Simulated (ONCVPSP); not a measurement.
**What one change does to a pseudopotential (Gd (Z = 64), ONCV)**

- Element: Gd (Z = 64)
- Generator: ONCVPSP 4.0.1
- Type: optimised norm-conserving Vanderbilt (ONCV)
- Functional: PBEsol
- Relativity: scalar-relativistic
- Frozen core: [Kr] 4d10
- Valence charge: 18
- Reference configuration: 4f7 5s2 5p6 5d1 6s1 (charge +1)
- Partial waves: 5s+6s: rc 2.15 bohr, ncon 4, nbas 8, qcut 4.8 1/bohr, 2 projectors; 5p: rc 2.25 bohr, ncon 4, nbas 7, qcut 5.8 1/bohr, 3 projectors, debl 2.7 Ha; 5d: rc 3.35 bohr, ncon 4, nbas 8, qcut 4.9 1/bohr, 2 projectors, debl 2.8 Ha; 4f: rc 0.75 bohr, ncon 4, nbas 9, qcut 17 1/bohr, 2 projectors, debl 2 Ha
- Local potential: polynomial inside 0.55 bohr (lpopt 5, dvloc0 0 Ha)
- Core correction: polynomial model core, fcfact 0.3

Change: f: qcut 12.2.

Cutoffs: the cutoffs (Ha) at which the residual kinetic energy of the hardest occupied pseudo-wave falls to 1 and 0.1 mHa per electron; they do not see the model core or the augmentation charge, which bear on the density cutoff. Errors are all-electron minus pseudo energies relative to the spin-unpolarised reference configuration.

How do hardness, ghosts and transferability respond?

The potential gets harder (433 Ha and 632 Ha → 675 Ha and 981 Ha); both files keep a bound ghost (d, p, s); the errors of the 3 common tests hardly move.

| quantity | base | changed |
| --- | --- | --- |
| cutoff, loose | 433 Ha | 675 Ha |
| cutoff, tight | 632 Ha | 981 Ha |
| loose cutoff by channel | s 8.9 Ha, p 7.0 Ha, d 7.2 Ha, f 433 Ha | s 8.9 Ha, p 7.0 Ha, d 7.2 Ha, f 675 Ha |
| bound ghosts | s, p, d | s, p, d |
| GHOST(+) flags under 300 eV | none | none |
| tests counted as reliable (solved cleanly; for ONCVPSP, near-neutral configurations with less than one 5d electron left out) | 3 of 4 | 3 of 4 |
| error for 4f7 5s2 5p6 5d1 6s2, meV [ΔE -6.67 eV] | +1.3 | +1.3 |
| error for 4f7 5s2 5p6 5d1 6s0, meV [ΔE 12.05 eV] | -4.3 | -4.3 |
| error for 4f7 5s2 5p6 5d0 6s0, meV [ΔE 31.84 eV] | +9.7 | +9.8 |
| s: phases at 2.18 bohr within 0.05 rad from the reference energy up to (Ha; the scan ends near 5) | to the end of the scan | to the end of the scan |
| p: phases at 2.29 bohr within 0.05 rad from the reference energy up to (Ha; the scan ends near 5) | to the end of the scan | to the end of the scan |
| d: phases at 3.39 bohr within 0.05 rad from the reference energy up to (Ha; the scan ends near 5) | 0.5 | 0.5 |
| f: phases at 0.76 bohr within 0.05 rad from the reference energy up to (Ha; the scan ends near 5) | to the end of the scan | to the end of the scan |
| rms error of d²Exc/dni dnj with the model core, mHa | 2.17 | 2.25 |

 A true bound ghost makes a file unfit for plane-wave use even where its test errors are small: the radial tests pick states by their node count and pass the ghost by.
